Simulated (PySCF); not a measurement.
System: C$_{6}$H$_{11}$ (charge -1, singlet). It need not be the lowest isomer of its formula. Whether it binds its extra electron was not tested at this geometry. SMILES: C/[C-]=C\C(C)C
Coordinates optimised at B3LYP-D3(BJ)/def2-TZVP (Ansatz):
```xyz
17

C      2.3451    -0.4217    -0.4869
C      1.6439    -0.3153     0.8550
C      0.3202    -0.0718     0.8678
C     -0.6802     0.1316    -0.2694
C     -1.3260     1.5211    -0.1974
C     -1.7686    -0.9492    -0.2498
H      1.7492    -0.2880    -1.4227
H      3.1639     0.3090    -0.5392
H      2.8350    -1.4013    -0.5743
H     -0.1968     0.0060     1.8403
H     -0.1569     0.0581    -1.2277
H     -2.0838     1.6754    -0.9783
H     -1.8151     1.6593     0.7739
H     -0.5664     2.2997    -0.2927
H     -2.5267    -0.7991    -1.0312
H     -1.3254    -1.9384    -0.3822
H     -2.2827    -0.9486     0.7183
```
Charge -1, spin multiplicity 1.

Dispersion corrections to the total energy (kcal/mol) from the dftd3 and dftd4 libraries through PySCF: D3(BJ) without and D4 with the three-body term, each with the damping fitted for the functional named.

| functional | D3(BJ) | D4 |
|---|---|---|
| revPBE | … | -30.27 |
| TPSS | … | -12.14 |
| TPSSh | -9.64 | -11.11 |
| r2SCAN | -2.51 | -2.48 |
| HSE06 | -5.37 | -7.04 |
| CAM-B3LYP | -6.35 | -7.61 |
| PW6B95 | … | -7.55 |

**Question.** What belongs in the gaps?

**Answer.** 
- revPBE, D3(BJ): -21.52
- TPSS, D3(BJ): -10.52
- PW6B95, D3(BJ): -3.97
